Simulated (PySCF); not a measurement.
Input file for PySCF: D3(BJ) and D4 dispersion corrections on C2H5FO2 (a complex).

```python
from pyscf import gto
from pyscf.dispersion import dftd3, dftd4

mol = gto.M(
    atom='''
    C     0.21351775   -0.16382201    0.47183912
    F     0.64902935   -1.24725251    1.26612368
    H    -0.54645090   -0.54101360   -0.21009106
    H    -0.19081087    0.59437511    1.13834234
    H     1.07625775    0.20849371   -0.07768059
    O    -0.52003409    0.95621562    3.50572743
    C    -0.18363746    0.12836794    4.31077968
    O     0.38119624   -1.04484341    4.03298623
    H    -0.30378515    0.24161203    5.39620587
    H     0.48230264   -1.13325849    3.06153890
    ''',
    basis='def2-svp',
    charge=0, spin=0, verbose=0, max_memory=1800)
d3, d4 = {}, {}
for xc in ['hf', 'pbe', 'blyp', 'revpbe', 'tpss', 'r2scan', 'b3lyp', 'pbe0', 'bhlyp', 'camb3lyp', 'b2plyp']:
    d3[xc] = float(dftd3.DFTD3Dispersion(mol, xc=xc, version='d3bj', atm=False).get_dispersion()['energy'])
    print(f'D3(BJ) {xc:10s} {d3[xc]:14.8f} Eh')
for xc in ['hf', 'pbe', 'blyp', 'revpbe', 'tpss', 'r2scan', 'b3lyp', 'pbe0', 'bhlyp', 'camb3lyp', 'b2plyp']:
    d4[xc] = float(dftd4.DFTD4Dispersion(mol, xc={'camb3lyp': 'cam-b3lyp'}.get(xc, xc), atm=True).get_dispersion()['energy'])
    print(f'D4     {xc:10s} {d4[xc]:14.8f} Eh')
```

The log:

```
D3(BJ) hf            -0.03834481 Eh
D3(BJ) pbe           -0.00471772 Eh
D3(BJ) blyp          -0.00945656 Eh
D3(BJ) revpbe        -0.01224486 Eh
D3(BJ) tpss          -0.00577963 Eh
D3(BJ) r2scan        -0.00137476 Eh
D3(BJ) b3lyp         -0.00766469 Eh
D3(BJ) pbe0          -0.00396253 Eh
D3(BJ) bhlyp         -0.00569946 Eh
D3(BJ) camb3lyp      -0.00339670 Eh
D3(BJ) b2plyp        -0.00339119 Eh
D4     hf            -0.01612827 Eh
D4     pbe           -0.00432619 Eh
D4     blyp          -0.00951416 Eh
D4     revpbe        -0.01516319 Eh
D4     tpss          -0.00582877 Eh
D4     r2scan        -0.00120331 Eh
D4     b3lyp         -0.00675951 Eh
D4     pbe0          -0.00365719 Eh
D4     bhlyp         -0.00454216 Eh
D4     camb3lyp      -0.00363714 Eh
D4     b2plyp        -0.00304809 Eh
```

The run finished.

Cost: around 0.020 core-seconds (rough).
